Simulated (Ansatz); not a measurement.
Cl₃Ga (SMILES [Cl][Ga]([Cl])[Cl]), singlet, at a GFN2-xTB geometry (such geometries of metal compounds can be far from the true shape); PBE0/def2-SVP (Ansatz, a program for electronic structure).

Ansatz was given this input:
Ansatz 0.2 input:
```yaml
crystal:
  periodic: [false, false, false]
  atoms:
    - {symbol: Ga, position_ang: [0.00000000, 0.00000000, -0.00000000]}
    - {symbol: Cl, position_ang: [-1.75999983, -1.10581726, -0.20820478]}
    - {symbol: Cl, position_ang: [0.10032532, 1.95214694, -0.73677512]}
    - {symbol: Cl, position_ang: [1.65967451, -0.84632969, 0.94497990]}
basis:
  gaussian:
    orbitals: def2-SVP
hamiltonian:
  xc: pbe0
```

Problem. Predict the main parts of the log of this Ansatz run.

Solution. 
```
Functional definition: PBE0
793 factors; integrals over basis functions are off by at most 7.5e-4 eV
mean field evaluation 1: about -89911.5904 eV, gradient 2.6e1 eV
mean field evaluation 2: about -89910.6318 eV, gradient 3.6e1 eV
mean field evaluation 4: about -89912.8424 eV, gradient 2.2e-1 eV
mean field evaluation 8: about -89912.8777 eV, gradient 5.6e-2 eV
mean field -89912.87767080 eV, -3304.2373092644 hartree, gradient 6.1e-5 eV, S^2 0.000000; 0 other end points of the search recorded, 0 dependent functions left out
reference -89912.87769524 eV, -3304.2373101627 hartree; 41, 41 occupied and 45, 45 virtual orbitals, 793 factors
Total energy: -89912.87769524 eV, -3304.2373101627 hartree
```
